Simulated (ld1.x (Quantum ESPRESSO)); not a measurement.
Logarithmic derivatives: tellurium, PAW

```
Element                 : tellurium
Generator               : ld1.x (Quantum ESPRESSO) 7.5
Type                    : PAW
Functional              : PBEsol
Relativity              : scalar-relativistic
Frozen core             : [Kr] 4d10
Valence charge          : 6
Reference configuration : 5s2 5p4
Partial waves           : 5s (bound): rcut 1.85, rcutus 1.95 bohr; 5s channel at -0.4 Ry: rcut 1.85, rcutus 1.95 bohr; 5p (bound): rcut 2.45, rcutus 2.55 bohr; 5p channel at 3 Ry: rcut 2.45, rcutus 2.55 bohr; 5d channel at 0.05 Ry: rcut 1.70, rcutus 2.25 bohr; 5d channel at 1.45 Ry: rcut 1.70, rcutus 2.25 bohr
Local potential         : all-electron potential smoothed inside 2.55 bohr (lloc = -2)
Core correction         : Bessel-smoothed model core, default radius (core density twice the valence density)
Augmentation charge     : PSQ, inside the norm-conserving radii
```

The phase is arctan(r·u′/u) with u = r·R(r), unwrapped; energies in Ry, scanned from -3 to 5 Ry. A pole is an energy at which the radial function vanishes at the test radius. The pseudo phase is shifted by a multiple of π to meet the all-electron one at the reference energy, and phase errors are pseudo minus all-electron; the curves can meet again beyond the range given. Levels narrower than the energy grid can be missing from the lists of poles. n/a: not evaluated, since a narrow level or a reset projector energy made the automatic matching unsafe.

| channel | radius (bohr) | reference energy (Ry) | poles, all-electron | poles, pseudo | unbroken range about the reference energy with phases within 0.05 rad | phase error 1 Ry above the reference energy (rad) |
| --- | --- | --- | --- | --- | --- | --- |
| s | 2.77 | -1.11 | -0.38 | -0.38, 1.59 | below 1.4 | -0.000 |
| p | 2.77 | -0.44 | 0.82 | 0.81 | the whole range | -0.001 |
| d | 2.77 | 0.05 | 2.90 | 3.09 | n/a | n/a |

Phases in the s channel:

```tsv
E (Ry)	all-electron	pseudo
-3.00	1.288	1.288
-2.52	1.224	1.223
-2.04	1.080	1.079
-1.56	0.475	0.475
-1.08	-1.148	-1.148
-0.60	-1.506	-1.506
-0.12	-1.627	-1.627
0.36	-1.702	-1.703
0.84	-1.772	-1.774
1.32	-1.858	-1.887
1.80	-1.996	-5.036
2.28	-2.301	-5.285
2.76	-3.138	-5.851
3.24	-4.027	-6.861
3.72	-4.353	-7.366
4.20	-4.492	-7.561
4.68	-4.569	-7.660
```
